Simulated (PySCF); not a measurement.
# Nonlinear optical response: 3-methoxybenzenethiol (SMILES COc1cccc(S)c1)

Molfile (atoms numbered from 1):
```
C7H8OS
     RDKit          3D

 17 17  0  0  0  0  0  0  0  0999 V2000
   -2.3259   -0.9059    0.7222 C   0  0  0  0  0  0  0  0  0  0  0  0
   -1.1233   -1.1174    0.0380 O   0  0  0  0  0  0  0  0  0  0  0  0
   -0.1398   -0.2027    0.1558 C   0  0  0  0  0  0  0  0  0  0  0  0
   -0.2336    0.9626    0.9234 C   0  0  0  0  0  0  0  0  0  0  0  0
    0.8570    1.8334    0.9649 C   0  0  0  0  0  0  0  0  0  0  0  0
    2.0256    1.5686    0.2648 C   0  0  0  0  0  0  0  0  0  0  0  0
    2.1136    0.3971   -0.5042 C   0  0  0  0  0  0  0  0  0  0  0  0
    3.6225    0.1098   -1.3750 S   0  0  0  0  0  0  0  0  0  0  0  0
    1.0344   -0.4814   -0.5561 C   0  0  0  0  0  0  0  0  0  0  0  0
   -2.8277    0.0221    0.3952 H   0  0  0  0  0  0  0  0  0  0  0  0
   -2.1748   -0.8605    1.8153 H   0  0  0  0  0  0  0  0  0  0  0  0
   -2.9748   -1.7599    0.4897 H   0  0  0  0  0  0  0  0  0  0  0  0
   -1.1369    1.1993    1.4847 H   0  0  0  0  0  0  0  0  0  0  0  0
    0.7867    2.7448    1.5638 H   0  0  0  0  0  0  0  0  0  0  0  0
    2.8681    2.2618    0.3101 H   0  0  0  0  0  0  0  0  0  0  0  0
    3.2623   -1.0649   -1.9314 H   0  0  0  0  0  0  0  0  0  0  0  0
    1.0670   -1.4010   -1.1435 H   0  0  0  0  0  0  0  0  0  0  0  0
  1  2  1  0
  2  3  1  0
  3  4  1  0
  4  5  2  0
  5  6  1  0
  6  7  2  0
  7  8  1  0
  7  9  1  0
  9  3  2  0
  1 10  1  0
  1 11  1  0
  1 12  1  0
  4 13  1  0
  5 14  1  0
  6 15  1  0
  8 16  1  0
  9 17  1  0
M  END
```

The calculation used quadratic response CAM-B3LYP/aug-cc-pVDZ first hyperpolarisability, Taylor convention, gas phase (PySCF). Geometry: PBE0-D3(BJ)/def2-SVP.

**Question.** What is the first hyperpolarisability, and how does it disperse?

**Answer.** In au, Taylor convention; the vector part is βᵢ = ⅓ Σⱼ (βᵢⱼⱼ + βⱼᵢⱼ + βⱼⱼᵢ); β∥ is 3/5 of the vector part along the dipole, the dipole points from − to +:
```
                   process  λ (nm)  β vector norm     β∥  β HRS  depolarisation ratio
           static β(0;0,0)       ∞          263.5   -5.1  134.4                  3.06
second harmonic β(−2ω;ω,ω)    1907          278.7   -9.6  142.5                  3.05
         Pockels β(−ω;ω,0)    1907          268.4   -6.5      –                     –
second harmonic β(−2ω;ω,ω)    1064          318.6  -23.1  163.8                  3.03
         Pockels β(−ω;ω,0)    1064          279.8   -9.9      –                     –
```

**Question.** Which lowest excitations, dipole and polarisabilities go with it?

**Answer.** S1 4.91 eV (f = 0.047); S2 5.08 eV (f = 0.003); S3 5.44 eV (f = 0.074); dipole 2.25 D; isotropic α 111.7 au static, 112.2 au at 1907 nm, 113.3 au at 1064 nm, 113.7 au at 953.5 nm, 118.5 au at 532 nm.
